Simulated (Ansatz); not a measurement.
`CN([SiH2]O)[SiH2]Cl`, charge 0, multiplicity 1.

Task: Give a relaxed structure at PBE0-D4/def2-TZVP (the Gaussian-basis code of Ansatz). (An estimate is asked.)

Result: Ansatz gave: 
Cartesian coordinates in Å:
```
C 0.301 0.287 1.703
N 0.247 -0.071 0.286
Si -0.960 -1.216 -0.206
O -1.302 -0.991 -1.794
Si 1.141 0.818 -0.865
Cl 0.012 2.328 -1.739
H -0.636 0.738 2.046
H 1.105 1.004 1.886
H 0.503 -0.590 2.326
H -0.494 -2.619 -0.107
H -2.133 -1.011 0.688
H -1.631 -0.131 -2.065
H 2.264 1.491 -0.174
H 1.582 -0.037 -1.985
```
This is one stationary point; other conformers may exist.
